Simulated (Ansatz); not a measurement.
`[F][Ge]([F])([F])[I]` and `[NH2][Ge]([F])([F])[F]` differ in one atom or group.

Ansatz, PBE0-D4/def2-TZVP geometries, multiplicity 1. Each molecule was computed in one conformer, which needn't be the lowest.

Elements past krypton have def2 core potentials. Scalar relativity is left out up to krypton.

```
                                        property  `[F][Ge]([F])([F])[I]`
             LUMO energy (B3LYP/def2-TZVPP) / eV                   -2.68
           HOMO–LUMO gap (B3LYP/def2-TZVPP) / eV                    6.01
size of the dipole moment (B3LYP/def2-TZVPP) / D                    2.55
           HOMO energy (ωB97M-V/def2-TZVPP) / eV                  -11.11
            HOMO–LUMO gap (PBE0/def2-TZVPP) / eV                    6.59
  zero-point energy (PBE0-D4/def2-TZVP) / kJ/mol                    21.1
```

Question: Give the same properties after the change, and the shifts. (Best estimate.)

Answer: Ansatz gave: 
| property | `[NH2][Ge]([F])([F])[F]` | shift |
| --- | --- | --- |
| LUMO energy (B3LYP/def2-TZVPP) / eV | -1.12 | 1.56 |
| HOMO–LUMO gap (B3LYP/def2-TZVPP) / eV | 7.67 | 1.66 |
| size of the dipole moment (B3LYP/def2-TZVPP) / D | 3.33 | 0.78 |
| HOMO energy (ωB97M-V/def2-TZVPP) / eV | -11.49 | -0.38 |
| HOMO–LUMO gap (PBE0/def2-TZVPP) / eV | 8.35 | 1.76 |
| zero-point energy (PBE0-D4/def2-TZVP) / kJ/mol | 87.0 | 65.9 |

With PBE0 the HOMO falls by 0.11 eV and the LUMO rises by 1.64 eV, so the gap widens by about 1.75 eV. PBE moves the HOMO by 0.26 eV and ωB97M-V by -0.38 eV. The zero-point energy changes by 65.9 kJ/mol with +6 modes. Dipoles are sizes alone; their direction can turn.

B3LYP here is the variant with VWN-RPA as its local correlation; programs differ in this.

Spin–orbit coupling is left out; it splits and shifts lone-pair levels of the heavy atoms by tenths of an eV.
